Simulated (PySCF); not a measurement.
PySCF input file for CH2FNOSi, SMILES C(#N)O[SiH2]F, ωB97X-D3(BJ)/def2-SVP. 

```python
import numpy as np
from pyscf import gto, scf, dft
from pyscf.geomopt import geometric_solver

mol = gto.M(
    atom='''
    N     2.71172178   -0.01001577    0.01556081
    C     1.60315258   -0.00344608    0.29296698
    O     0.39497371    0.01083296    0.63793868
    Si   -1.10382378   -0.35537057    0.09596430
    F    -1.47809884    0.74645484   -1.00075782
    H    -1.88238618   -0.11111078    1.28611064
    H    -1.12194886   -1.62767166   -0.59302726
    ''',
    basis='def2-SVP',
    charge=0,
    spin=0,
    max_memory=1600,
    verbose=3,
)
mf = dft.RKS(mol, xc='wb97x-d3bj').density_fit(auxbasis='def2-universal-jkfit')
mf.grids.level = 3
mf.conv_tol = 1e-9
mf.max_cycle = 100
mf.kernel()
grad = mf.nuc_grad_method()
grad.grid_response = mol.nao <= 150
conv, mol_eq = geometric_solver.kernel(grad, convergence_set='GAU_TIGHT', maxsteps=100)
print(mol_eq.tostring(format='xyz'))
mf.reset(mol_eq)
mf.kernel()
```

It prints:

```
converged SCF energy = -558.431931064184
[banner and settings of the optimiser left out]
Geometry optimization cycle 1
Cartesian coordinates (Angstrom)
 Atom        New coordinates             dX        dY        dZ
   N   2.711722  -0.010016   0.015561   -0.000000  0.000000  0.000000
   C   1.603153  -0.003446   0.292967    0.000000  0.000000 -0.000000
   O   0.394974   0.010833   0.637939    0.000000  0.000000  0.000000
  Si  -1.103824  -0.355371   0.095964    0.000000  0.000000  0.000000
   F  -1.478099   0.746455  -1.000758    0.000000  0.000000  0.000000
   H  -1.882386  -0.111111   1.286111    0.000000  0.000000  0.000000
   H  -1.121949  -1.627672  -0.593027    0.000000  0.000000  0.000000

WARN: Mole.unit (angstrom) is changed to Bohr

converged SCF energy = -558.431931064183
--------------- DFRKS_Scanner gradients ---------------
         x                y                z
0 N    -0.0416283158     0.0002211471     0.0108154865
1 C     0.0097169968     0.0014734476     0.0003959406
2 O    -0.0001283319    -0.0054704237    -0.0218271459
3 Si     0.0163506661    -0.0049546284     0.0091262147
4 F     0.0044962803    -0.0084334513     0.0091209107
5 H     0.0108891743     0.0041561160    -0.0086335840
6 H     0.0003035279     0.0130077965     0.0010021707
----------------------------------------------
cycle 1: E = -558.431931064  dE = -558.432  norm(grad) = 0.0581674
Step    0 : Gradient = 2.199e-02/4.301e-02 (rms/max) Energy = -558.4319310642
Hessian Eigenvalues: 2.30000e-02 5.00000e-02 5.00000e-02 ... 5.14054e-01 8.08647e-01 1.39766e+00

Geometry optimization cycle 2
Cartesian coordinates (Angstrom)
 Atom        New coordinates             dX        dY        dZ
   N   2.760749  -0.038235  -0.016035    0.049027 -0.028219 -0.031596
   C   1.643256  -0.007381   0.290012    0.040103 -0.003935 -0.002955
   O   0.421158   0.034266   0.663775    0.026185  0.023433  0.025836
  Si  -1.115834  -0.319121   0.099478   -0.012010  0.036249  0.003514
[...]
   O   0.400835   0.134219   0.820545   -0.000920 -0.003549  0.002244
  Si  -1.082411  -0.281109   0.101424   -0.000420  0.005113 -0.003918
   F  -1.418854   0.831284  -1.015071    0.006713  0.010445 -0.000865
   H  -2.056749  -0.201408   1.201222   -0.003461  0.005023 -0.006608
   H  -0.924773  -1.592170  -0.556951   -0.003264  0.006968 -0.008318
converged SCF energy = -558.438720432288
--------------- DFRKS_Scanner gradients ---------------
         x                y                z
0 N    -0.0000130960     0.0000740877     0.0001089306
1 C    -0.0000536422    -0.0001282785    -0.0001829681
2 O    -0.0000283740     0.0000637514     0.0000256788
3 Si     0.0000879312     0.0000279843     0.0000458342
4 F     0.0000321302    -0.0000285847     0.0000072452
5 H    -0.0000055229    -0.0000090474     0.0000125224
6 H    -0.0000194203     0.0000000839    -0.0000172280
----------------------------------------------
cycle 17: E = -558.438720432  dE = -5.51659e-07  norm(grad) = 0.000298875
Step   16 : Displace = 1.534e-03/2.322e-03 (rms/max) Trust = 3.000e-01 (=) Grad = 1.130e-04/2.298e-04 (rms/max) E (change) = -558.4387204323 (-5.517e-07) Quality = 1.453
Hessian Eigenvalues: 5.89085e-04 2.75659e-03 4.94920e-02 ... 5.34167e-01 8.32344e-01 1.43590e+00

Geometry optimization cycle 18
Cartesian coordinates (Angstrom)
 Atom        New coordinates             dX        dY        dZ
   N   2.634500  -0.208962  -0.119226    0.000335 -0.010853  0.006925
   C   1.571543  -0.049250   0.314639    0.000163 -0.006235  0.004888
   O   0.400204   0.132214   0.822176   -0.000631 -0.002005  0.001631
  Si  -1.082627  -0.277493   0.098711   -0.000216  0.003616 -0.002713
   F  -1.414716   0.838542  -1.015512    0.004138  0.007258 -0.000441
   H  -2.059099  -0.198160   1.196612   -0.002350  0.003248 -0.004610
   H  -0.926215  -1.587192  -0.562634   -0.001442  0.004979 -0.005683
converged SCF energy = -558.438720804398
--------------- DFRKS_Scanner gradients ---------------
         x                y                z
0 N     0.0000103438     0.0000364970     0.0000525222
1 C    -0.0000179270    -0.0000707023    -0.0001010201
2 O    -0.0000315792     0.0000291542     0.0000363093
3 Si     0.0000425376     0.0000041477     0.0000301220
4 F     0.0000013589    -0.0000028821    -0.0000119145
5 H    -0.0000010228     0.0000024982     0.0000038946
6 H    -0.0000037141     0.0000012808    -0.0000099177
----------------------------------------------
cycle 18: E = -558.438720804  dE = -3.7211e-07  norm(grad) = 0.000160968
Step   17 : Displace = 1.481e-03/2.071e-03 (rms/max) Trust = 3.000e-01 (=) Grad = 6.084e-05/1.246e-04 (rms/max) E (change) = -558.4387208044 (-3.721e-07) Quality = 1.331
Hessian Eigenvalues: 6.56710e-04 2.78781e-03 4.94206e-02 ... 5.35859e-01 8.36201e-01 1.43533e+00

Geometry optimization cycle 19
Cartesian coordinates (Angstrom)
 Atom        New coordinates             dX        dY        dZ
   N   2.634204  -0.210816  -0.118816   -0.000296 -0.001853  0.000411
   C   1.571584  -0.049855   0.315440    0.000041 -0.000605  0.000801
   O   0.400138   0.132282   0.822471   -0.000066  0.000068  0.000295
  Si  -1.082607  -0.276992   0.098383    0.000020  0.000502 -0.000328
   F  -1.414454   0.839526  -1.015432    0.000262  0.000984  0.000080
   H  -2.059395  -0.197969   1.196010   -0.000297  0.000190 -0.000602
   H  -0.925880  -1.586475  -0.563292    0.000335  0.000716 -0.000658
converged SCF energy = -558.438720893853
--------------- DFRKS_Scanner gradients ---------------
         x                y                z
0 N     0.0000100422     0.0000073450     0.0000096835
1 C     0.0000055475    -0.0000183289    -0.0000262174
2 O    -0.0000158018     0.0000066282     0.0000221564
3 Si     0.0000040967    -0.0000061888     0.0000080774
4 F    -0.0000079602     0.0000052432    -0.0000114068
5 H     0.0000005326     0.0000052852    -0.0000007329
6 H     0.0000035387     0.0000000040    -0.0000015762
----------------------------------------------
cycle 19: E = -558.438720894  dE = -8.94553e-08  norm(grad) = 4.97216e-05
Step   18 : Displace = 5.487e-04/9.047e-04 (rms/max) Trust = 3.000e-01 (=) Grad = 1.879e-05/3.247e-05 (rms/max) E (change) = -558.4387208939 (-8.946e-08) Quality = 1.198
Hessian Eigenvalues: 6.81098e-04 2.77694e-03 4.83509e-02 ... 5.36409e-01 8.34571e-01 1.43751e+00

Geometry optimization cycle 20
Cartesian coordinates (Angstrom)
 Atom        New coordinates             dX        dY        dZ
   N   2.634045  -0.210158  -0.119571   -0.000159  0.000658 -0.000756
   C   1.571585  -0.049312   0.315123    0.000002  0.000543 -0.000317
   O   0.400206   0.132511   0.822378    0.000068  0.000230 -0.000093
  Si  -1.082573  -0.277249   0.098610    0.000034 -0.000258  0.000227
   F  -1.414797   0.839041  -1.015303   -0.000344 -0.000484  0.000129
   H  -2.059211  -0.198314   1.196377    0.000184 -0.000345  0.000366
   H  -0.925664  -1.586818  -0.562847    0.000216 -0.000343  0.000445
converged SCF energy = -558.438720901759
--------------- DFRKS_Scanner gradients ---------------
         x                y                z
0 N     0.0000071924     0.0000002171    -0.0000010449
1 C    -0.0000070485    -0.0000007273     0.0000023005
2 O     0.0000034963    -0.0000006309     0.0000029568
3 Si    -0.0000025896    -0.0000034625     0.0000008254
4 F    -0.0000039395     0.0000015426    -0.0000046484
5 H     0.0000004180     0.0000032262    -0.0000016080
6 H     0.0000024683    -0.0000001644     0.0000012178
----------------------------------------------
cycle 20: E = -558.438720902  dE = -7.90567e-09  norm(grad) = 1.44703e-05
Step   19 : Displace = 1.156e-04/1.961e-04 (rms/max) Trust = 3.000e-01 (=) Grad = 5.469e-06/7.450e-06 (rms/max) E (change) = -558.4387209018 (-7.906e-09) Quality = 1.199
Hessian Eigenvalues: 7.30695e-04 2.77345e-03 4.05220e-02 ... 5.29552e-01 8.38984e-01 1.43420e+00

Geometry optimization cycle 21
Cartesian coordinates (Angstrom)
 Atom        New coordinates             dX        dY        dZ
   N   2.634006  -0.210367  -0.119578   -0.000039 -0.000210 -0.000007
   C   1.571583  -0.049403   0.315156   -0.000003 -0.000090  0.000033
   O   0.400213   0.132505   0.822403    0.000008 -0.000006  0.000025
  Si  -1.082568  -0.277187   0.098601    0.000005  0.000062 -0.000009
   F  -1.414709   0.839197  -1.015235    0.000089  0.000156  0.000068
   H  -2.059228  -0.198322   1.196356   -0.000017 -0.000008 -0.000021
   H  -0.925707  -1.586722  -0.562936   -0.000043  0.000096 -0.000089
converged SCF energy = -558.438720902964
--------------- DFRKS_Scanner gradients ---------------
         x                y                z
0 N     0.0000018614    -0.0000017684    -0.0000011129
1 C    -0.0000030257     0.0000023415     0.0000046949
2 O     0.0000035851     0.0000001302    -0.0000007220
3 Si    -0.0000029215    -0.0000012765    -0.0000017247
4 F    -0.0000004707    -0.0000003841    -0.0000013781
5 H    -0.0000002144     0.0000015673    -0.0000010799
6 H     0.0000011634    -0.0000006033     0.0000013060
----------------------------------------------
cycle 21: E = -558.438720903  dE = -1.20542e-09  norm(grad) = 8.96662e-06
Step   20 : Displace = 4.880e-05/7.947e-05 (rms/max) Trust = 3.000e-01 (=) Grad = 3.389e-06/6.056e-06 (rms/max) E (change) = -558.4387209030 (-1.205e-09) Quality = 1.343
Hessian Eigenvalues: 1.13427e-03 2.87720e-03 1.61859e-02 ... 5.29017e-01 8.43844e-01 1.42061e+00

Geometry optimization cycle 22
Cartesian coordinates (Angstrom)
 Atom        New coordinates             dX        dY        dZ
   N   2.633889  -0.209740  -0.120318   -0.000117  0.000628 -0.000739
   C   1.571579  -0.049034   0.314777   -0.000003  0.000369 -0.000379
   O   0.400304   0.132540   0.822363    0.000090  0.000035 -0.000039
  Si  -1.082541  -0.277393   0.098843    0.000027 -0.000206  0.000242
   F  -1.414856   0.838893  -1.015022   -0.000147 -0.000304  0.000213
   H  -2.059052  -0.198593   1.196743    0.000176 -0.000270  0.000387
   H  -0.925730  -1.586975  -0.562618   -0.000023 -0.000253  0.000318
converged SCF energy = -558.438720903957
--------------- DFRKS_Scanner gradients ---------------
         x                y                z
0 N    -0.0000124326    -0.0000007985     0.0000023058
1 C     0.0000162603     0.0000026611     0.0000002185
2 O    -0.0000043921     0.0000032366    -0.0000031458
3 Si    -0.0000019674     0.0000034933    -0.0000050369
4 F     0.0000062525    -0.0000049947     0.0000038844
5 H    -0.0000018404    -0.0000016456     0.0000005029
6 H    -0.0000018921    -0.0000019481     0.0000012810
----------------------------------------------
cycle 22: E = -558.438720904  dE = -9.93168e-10  norm(grad) = 2.46506e-05
Step   21 : Displace = 1.603e-04/2.860e-04 (rms/max) Trust = 3.000e-01 (=) Grad = 9.317e-06/1.648e-05 (rms/max) E (change) = -558.4387209040 (-9.932e-10) Quality = 0.606
Hessian Eigenvalues: 1.58708e-03 2.85693e-03 1.21223e-02 ... 5.48190e-01 8.46743e-01 1.46985e+00

Geometry optimization cycle 23
Cartesian coordinates (Angstrom)
 Atom        New coordinates             dX        dY        dZ
   N   2.633925  -0.209881  -0.120243    0.000036 -0.000142  0.000075
   C   1.571595  -0.049161   0.314800    0.000015 -0.000127  0.000023
   O   0.400318   0.132454   0.822363    0.000014 -0.000086 -0.000001
  Si  -1.082550  -0.277334   0.098822   -0.000009  0.000059 -0.000022
   F  -1.414833   0.839034  -1.014976    0.000023  0.000141  0.000046
   H  -2.059045  -0.198535   1.196732    0.000006  0.000058 -0.000011
   H  -0.925814  -1.586878  -0.562729   -0.000084  0.000096 -0.000111
converged SCF energy = -558.438720905386
--------------- DFRKS_Scanner gradients ---------------
         x                y                z
0 N    -0.0000088772    -0.0000003933     0.0000030735
1 C     0.0000133919     0.0000010377    -0.0000016931
2 O    -0.0000056415     0.0000027245    -0.0000015646
3 Si    -0.0000004190     0.0000027290    -0.0000032270
4 F     0.0000045063    -0.0000036397     0.0000022717
5 H    -0.0000013974    -0.0000009495     0.0000001885
6 H    -0.0000015606    -0.0000015172     0.0000009509
----------------------------------------------
cycle 23: E = -558.438720905  dE = -1.42882e-09  norm(grad) = 1.94595e-05
Step   22 : Displace = 3.386e-05/5.458e-05 (rms/max) Trust = 3.000e-01 (=) Grad = 7.355e-06/1.354e-05 (rms/max) E (change) = -558.4387209054 (-1.429e-09) Quality = 1.640
Hessian Eigenvalues: 1.58708e-03 2.85693e-03 1.21223e-02 ... 5.48190e-01 8.46743e-01 1.46985e+00
Converged! =D

7
XYZ from PySCF
N           2.63392459       -0.20988117       -0.12024260
C           1.57159454       -0.04916058        0.31480033
O           0.40031793        0.13245397        0.82236270
Si         -1.08255013       -0.27733410        0.09882173
F          -1.41483310        0.83903425       -1.01497595
H          -2.05904533       -0.19853456        1.19673212
H          -0.92581376       -1.58687836       -0.56272931
converged SCF energy = -558.438720905445
```

Self-consistency was reached.

Cost: about 3 core-minutes (a rough figure).
